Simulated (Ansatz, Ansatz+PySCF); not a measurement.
```tsv
atom	x (Å)	y (Å)	z (Å)
Os	0.0000	0.0000	0.0000
F	0.0000	0.0000	1.8300
F	0.0000	0.0000	-1.8300
F	1.8300	0.0000	0.0000
F	-1.8300	0.0000	0.0000
F	0.0000	1.8300	0.0000
F	0.0000	-1.8300	0.0000
```

Basis set: def2-SVP on F; def2-TZVPP on Os (spherical functions, with the set's core potentials past Kr). Charge 0, multiplicity 1.

Computed with Ansatz (development build ahead of 0.2.0); each method stands on the lowest determinant of its kind that the runs found. Restricted functionals stand beside restricted open-shell atoms, which can lie above the unrestricted atoms usual in DFT and then raise those values.

The atomization energy at this shape (free ground-state atoms in the same class of orbitals less the molecule, no zero-point energy) of singlet OsF6:

```
             method  atomization energy
 ωB97X (restricted)     566.76 kcal/mol
PBE0 (unrestricted)     574.37 kcal/mol
  PBE0 (restricted)     563.28 kcal/mol
                RHF     241.32 kcal/mol
```

Task: What does UHF give?

Result: 250.81 kcal/mol. Caution: another spin multiplicity may lie lower. Caution for ωB97X (restricted): no unrestricted run beside it, a lower state can exist. Caution for PBE0 (unrestricted), UHF: the unrestricted determinant is a mixture of spin states. Caution for PBE0 (restricted), RHF: an unrestricted determinant lies well below.

The shape needn't be a minimum at these levels.
